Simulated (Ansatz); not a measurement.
`C[O][Al]([NH2])[Cl]`, relaxed with RKS PBE-D4/def2-SVP in Ansatz 0.2.0 from a rough embedded geometry. The force threshold is 0.03 eV/Å; the program also tests the step.

Charge 0, multiplicity 1.

Start:

```xyz
10

C    -0.898   -1.246    0.677
O     0.024   -1.224   -0.320
Al    1.034    0.342   -0.221
N     0.491    1.880   -1.189
Cl    2.933    0.370    0.900
H    -1.584   -0.387    0.685
H    -1.472   -2.182    0.663
H    -0.328   -1.252    1.705
H    -0.514    2.068   -0.754
H     0.314    1.631   -2.146
```

By how much does the energy fall, and how many steps does the optimiser take? (Estimate.)

Ansatz gave: 29.77 kcal/mol, in 20 steps.

Which bonds change most? (Estimate.)

Computed: O2–Al3 from 1.867 to 1.706 Å; Al3–N4 from 1.897 to 1.767 Å; N4–H9 from 1.111 to 1.021 Å; Al3–Cl5 from 2.205 to 2.116 Å.

Give the relaxed structure. (Best estimate.)

Ansatz gave: 
```xyz
10

C    -0.925   -1.530    0.887
O    -0.631   -0.482    0.003
Al    0.639    0.644   -0.169
N     0.581    1.826   -1.482
Cl    2.275    0.627    1.172
H    -1.870   -1.325    1.441
H    -1.070   -2.483    0.329
H    -0.124   -1.702    1.644
H     1.296    2.533   -1.655
H    -0.170    1.893   -2.170
```
